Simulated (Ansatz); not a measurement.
Ge nanocrystals, cubic, H-capped: gap (eV) against size, from Ansatz at PBE-D4/def2-TZVP, gas phase, singlets. N counts the atoms other than H and halogen caps. The structures are stationary points that may keep the symmetry of their start.

```csv
species,geometry,N,N^(−1/3),gap (eV)
Ge10H16,PBE-D4/def2-SVP,10,0.464,4.99
Ge13H20,PBE-D4/def2-SVP,13,0.425,4.57
Ge14H20,PBE-D4/def2-SVP,14,0.415,4.47
Ge19H28,PBE-D4/def2-SVP,19,0.375,4.05
Ge20H30,PBE-D4/def2-SVP,20,0.368,3.85
```

Q: Fit a straight line in N^(−1/3) and predict the value for Ge23H32 (N = 23, PBE-D4/def2-SVP geometry).

A: With x = N^(−1/3) and y = gap (eV): mean x = 0.4094, mean y = 4.386; Σ(x − x̄)(y − ȳ) = 0.07007, Σ(x − x̄)² = 0.006153; slope b = 11.39, intercept a = ȳ − b·x̄ = -0.2771. The residuals of the fitted rows reach 0.06. At x = 0.352 the line gives -0.2771 + (11.39 × 0.352) = 3.73; the run gave 3.92, 0.19 more than the line. R² of the fitted rows is 0.99. The intercept is negative, so the line can't be carried to infinite size. The gap is the Kohn–Sham HOMO–LUMO difference.
